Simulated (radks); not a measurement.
The numbers below are computed, except where a source is named.
Zr2+, 38 electrons, occupied as [Kr] 4d2 (the NIST ground configuration).

Code: a radial shooting solver on a logarithmic mesh with Libxc functionals. Model: Dirac Kohn-Sham, OLYP, spin-unpolarised, spherical densities, finite nucleus; open shells fill j = l - 1/2 first; Fermi nuclear charge, rms radius 4.2694 fm.

Energy parts (hartree):
| part | energy |
|---|---|
| total | -3599.67404 |
| kinetic | 3719.94634 |
| electron-nucleus | -8666.75147 |
| Hartree | 1462.47886 |
| exchange-correlation | -115.34777 |

Orbitals (lengths in bohr, moments of r in powers of bohr; r(max) is where P^2 peaks):
orbital  occ.  eigenvalue (hartree)     <r^2>   r(max)
1s1/2       2             -655.2260  0.001853  0.02414
2s1/2       2             -91.32786   0.03110   0.1371
2p1/2       2             -83.66163   0.02359   0.1070
2p3/2       4             -80.50714   0.02498   0.1106
3s1/2       2             -15.43337    0.2405   0.4083
3p1/2       2             -12.57757    0.2409   0.3962
3p3/2       4             -12.07424    0.2518   0.4053
3d3/2       4              -7.04330    0.2443   0.3453
3d5/2       6              -6.95102    0.2480   0.3480
4s1/2       2              -2.53689     1.663    1.079
4p1/2       2              -1.77078     2.055    1.163
4p3/2       4              -1.70541     2.146    1.188
4d3/2       2              -0.63529     4.782    1.540
4d5/2       0              -0.62950     4.861    1.551

The highest occupied level is 4d3/2 at -17.287 eV. Summed over all electrons, <r^2> = 30.23 bohr^2, which gives a Langevin (diamagnetic) susceptibility term of -23.9 x 10^-6 cm^3/mol. The density falls to 0.001 e/bohr^3 at r = 3.64 bohr. For comparison, the ionisation energy in NIST's Atomic Spectra Database is 23.170 eV (semi-empirical). In exact Kohn-Sham theory the highest level is minus the ionisation energy, but local and semilocal functionals leave it too shallow, through self-interaction and a potential that decays too fast; potentials with the right tail come closer. The electron density at the nucleus is 7.469e+04 e/bohr^3.

Beside tabulated values, note that spin-unpolarised runs miss the spin-polarisation part of the exchange energy of open shells.
